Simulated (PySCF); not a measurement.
# How methods differ on the ionisation energy of Ga⁺

Ga⁺ [Ar] 3d10 4s2 (1S) → Ga²⁺ [Ar] 3d10 4s1 (2S), as a difference of total energies. Calculation: PySCF 2.14, in def2-SVP; the non-relativistic Hamiltonian (point nucleus). Correlated levels: valence: [Ar] 3d10 frozen. The calculations carry no spin-orbit coupling.

```
           method  ionisation energy (eV)  difference from reference (eV)
              UHF                  18.460                          -2.055
           M06-2X                  20.180                          -0.335
             MN15                  20.083                          -0.432
    MP2 (valence)                  19.126                          -1.389
SCS-MP2 (valence)                  19.260                          -1.255
   CCSD (valence)                  19.452                          -1.063
```

Reference: 20.515 eV (measured; NIST Atomic Spectra Database, ionization energies).

These non-relativistic numbers lack the scalar-relativistic shift.

Errors of the correlated levels include the incompleteness of this basis and the frozen core.

With two correlated electrons CCSD is exact in that space.
